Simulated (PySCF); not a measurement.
# Excited states of `S(/C=C/C)(C)(=O)=O`, C₄H₈O₂S

Level of theory: TDDFT wB97X-D/aug-cc-pVDZ excited states, vertical, gas phase in PySCF. Geometry: GFN2-xTB.

Input:
```
{"job": {"kind": "states", "xc": "wB97X-D", "basis": "aug-cc-pVDZ", "tpa": true, "nstates": 6, "nquad": 5, "ntriplets": 0}, "charge": 0, "multiplicity": 1}
C     -2.612366    -0.462694     0.221056
C     -1.200078    -0.498787    -0.244962
C     -0.332378     0.490595    -0.166590
S      1.318340     0.270852    -0.815220
C      2.366965     0.292942     0.669936
O      1.413457    -1.032458    -1.415715
O      1.655113     1.415332    -1.618058
H     -2.857676     0.497009     0.667875
H     -3.278710    -0.645455    -0.620705
H     -2.783043    -1.253664     0.949856
H     -0.857521    -1.422361    -0.694509
H     -0.531942     1.470970     0.227494
H      3.394169     0.173742     0.348898
H      2.066936    -0.532675     1.301488
H      2.234320     1.244642     1.167244
```
Coordinates are in Å.

Command: `OMP_NUM_THREADS=1 python excited_run.py task.json out`

Question: Show the output.

Answer: H and L stand for HOMO and LUMO.
```
coarse grid: 13104 points
cycle   1  E = -705.4470343184  dE =  1.821e+00  |g| = 1.149e+00  |ddm| = 1.043e+01
cycle   2  E = -705.1784985611  dE =  2.685e-01  |g| = 1.710e+00  |ddm| = 5.643e+00
cycle   3  E = -705.7090122362  dE = -5.305e-01  |g| = 8.604e-02  |ddm| = 3.407e+00
cycle   4  E = -705.7104854527  dE = -1.473e-03  |g| = 4.546e-02  |ddm| = 3.655e-01
cycle   5  E = -705.7109836116  dE = -4.982e-04  |g| = 8.939e-03  |ddm| = 1.560e-01
cycle   6  E = -705.7110036645  dE = -2.005e-05  |g| = 3.173e-03  |ddm| = 3.062e-02
cycle   7  E = -705.7110065186  dE = -2.854e-06  |g| = 6.998e-04  |ddm| = 9.435e-03
final grid: 121976 points
cycle   8  E = -705.7215264897  dE = -1.176e-04  |g| = 5.443e-03  |ddm| = 4.070e-01
cycle   9  E = -705.7215307164  dE = -4.227e-06  |g| = 4.487e-03  |ddm| = 4.576e-02
cycle  10  E = -705.7215352855  dE = -4.569e-06  |g| = 1.055e-03  |ddm| = 1.306e-02
cycle  11  E = -705.7215354644  dE = -1.788e-07  |g| = 4.688e-04  |ddm| = 3.390e-03
cycle  12  E = -705.7215355148  dE = -5.044e-08  |g| = 8.968e-05  |ddm| = 1.774e-03
cycle  13  E = -705.7215355169  dE = -2.120e-09  |g| = 3.656e-05  |ddm| = 2.847e-04
cycle  14  E = -705.7215355174  dE = -4.397e-10  |g| = 1.666e-05  |ddm| = 1.510e-04
converged SCF energy = -705.7215355174

Singlet excitations
state   eV       nm        f     d(h-e)  d(exc)  Lambda  PR(NTO)  |dmu|/D   mu/D   delta(TPA)   sigma/GM   main configurations
  1   6.3727   194.6   0.00850   1.559   3.081   0.527   1.026    4.980    4.043        2.91      0.043   H->L+1 0.67, H-1->L+1 0.15
  2   6.8834   180.1   0.09445   1.634   3.139   0.534   1.043    4.888    3.193        0.80      0.014   H-1->L+1 0.63, H->L+1 0.12, H-2->L+1 0.10
  3   7.3439   168.8   0.34625   0.862   2.997   0.516   1.174    2.470    3.565        9.71      0.192   H-2->L+1 0.72
  4   7.4695   166.0   0.00634   1.551   4.214   0.229   1.115    6.401    2.003        5.12      0.105   H->L 0.58, H-1->L 0.11
  5   7.5465   164.3   0.07966   1.526   3.097   0.344   1.068    4.543    3.073       30.56      0.638   H-3->L+1 0.79
  6   7.7079   160.9   0.04151   1.588   4.208   0.252   1.546                                            H-1->L 0.40, H->L+2 0.16
```

It took 65 s wall time on 1 thread of an Arm Neoverse V1, shared host, peak memory 0.93 GiB.
